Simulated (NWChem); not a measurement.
Species: Ge, triplet

Program: NWChem. Pople sets run with spherical d functions. Spin-unrestricted. The open p shell is one determinant without spherical averaging. No stability test was run on the SCF state.

For level TPSS/3-21G:

* **highest occupied level (eV)**: -4.33

Question: Estimate the same quantities for level TPSS/6-311G**.

Answer: highest occupied level (eV): -4.48
